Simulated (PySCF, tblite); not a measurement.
Isomers of C7H13P, one GFN2-xTB conformer each. Single-point energies are computed at PBE0/pcSseg-1 (PySCF, gas phase, no added dispersion term), electronic only.

Task: Rank them by PBE0/pcSseg-1 energy, lowest first (kcal/mol).
A. `[CH3:1][CH:2]=[C:3]=[P:4][C@@H:5]([CH3:6])[CH2:7][CH3:8]` with C3–P4–C5–C6 50°, P4–C5–C7–C8 -65°
B. `[CH2:1]=[P:2]1([C@@H:3]([CH3:4])[CH2:5][CH3:6])[CH:7]=[CH:8]1` with C1–P2–C3–C4 170°, P2–C3–C5–C6 -59°
C. `[CH2:1]=[CH:2][CH2:3][P:4]([CH3:5])[CH:6]1[CH2:7][CH2:8]1` with C1–C2–C3–P4 111°, C2–C3–P4–C5 -73°, C3–P4–C6–C7 -94°

Result: C (0.0), A (5.7), B (56.4).

GFN2-xTB itself gives, in the same order: 0.0, 6.6, 60.7. Both levels put the same isomer lowest; measured from each level's own lowest isomer, the values differ by up to 4.3 kcal/mol (C=P1([C@@H](C)CC)C=C1: 60.7 against 56.4).

Task: Which frontier levels, dipoles and rotational constants go with these structures?

Result: 
```tsv
SMILES	HOMO (eV, PBE0/pcSseg-1)	LUMO (eV)	dipole (D)	A, B, C (MHz)
C=CCP(C)C1CC1	-6.63	0.29	1.17	3821, 911.9, 808.4
CC=C=P[C@@H](C)CC	-6.74	-1.15	1.65	3899, 787.0, 728.0
C=P1([C@@H](C)CC)C=C1	-5.26	-0.58	2.80	2334, 1470, 1190
```

Task: What happens when harmonic zero-point energies from GFN2-xTB frequencies are added?

Result: 
| SMILES | ZPE (kcal/mol) | electronic (kcal/mol) | with ZPE (kcal/mol) |
| --- | --- | --- | --- |
| C=CCP(C)C1CC1 | 111.2 | 0.0 | 0.0 |
| CC=C=P[C@@H](C)CC | 112.3 | 5.7 | 6.9 |
| C=P1([C@@H](C)CC)C=C1 | 109.4 | 56.4 | 54.7 |

The zero-point energies span 2.9 kcal/mol. The order is unchanged.
